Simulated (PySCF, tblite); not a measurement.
Isomers of C4H12OSSi, one GFN2-xTB conformer each. Single-point energies are computed at PBE0/pcSseg-1 (PySCF, gas phase, no added dispersion term), electronic only.

```json
{"SMILES": "CS[SiH2]OC(C)C", "GFN2-xTB relative energy (kJ/mol)": "0.0"}
{"SMILES": "CCC[Si@@H](S)OC", "GFN2-xTB relative energy (kJ/mol)": "37.8"}
```

Conformers: `[CH3:1][S:2][SiH2:3][O:4][CH:5]([CH3:6])[CH3:7]` with C1–S2–Si3–O4 179°, S2–Si3–O4–C5 177°, Si3–O4–C5–C6 144°; `[CH3:1][CH2:2][CH2:3][Si@@H:4]([SH:5])[O:6][CH3:7]` with C1–C2–C3–Si4 63°, C2–C3–Si4–S5 44°, C3–Si4–S5–H 61°, C3–Si4–O6–C7 -175°.

Task: What does PBE0/pcSseg-1 give for the same structures?

Result: 
| SMILES | PBE0/pcSseg-1 E (Eh) | PBE0/pcSseg-1 (kJ/mol) | GFN2-xTB (kJ/mol) | point group |
| --- | --- | --- | --- | --- |
| CCC[Si@@H](S)OC | -922.03089 | 0.0 | 37.8 | C1 |
| CS[SiH2]OC(C)C | -922.01521 | 41.2 | 0.0 | C1 |

GFN2-xTB puts CS[SiH2]OC(C)C lowest instead. As drawn, the lower has an S–H bond and an Si–C bond, which the higher lacks.

Task: Which frontier levels, dipoles and rotational constants go with these structures?

Result: 
```csv
SMILES,"HOMO (eV, PBE0/pcSseg-1)",LUMO (eV),dipole (D),"A, B, C (MHz)"
CCC[Si@@H](S)OC,-7.36,0.75,1.33,"2494, 1083, 848.1"
CS[SiH2]OC(C)C,-6.68,0.08,2.25,"4654, 736.0, 707.3"
```

Task: What happens when harmonic zero-point energies from GFN2-xTB frequencies are added?

Result: 
| SMILES | ZPE (kJ/mol) | electronic (kJ/mol) | with ZPE (kJ/mol) |
| --- | --- | --- | --- |
| CCC[Si@@H](S)OC | 399.7 | 0.0 | 0.0 |
| CS[SiH2]OC(C)C | 399.6 | 41.2 | 41.1 |

The zero-point energies span 0.1 kJ/mol. The order is unchanged.
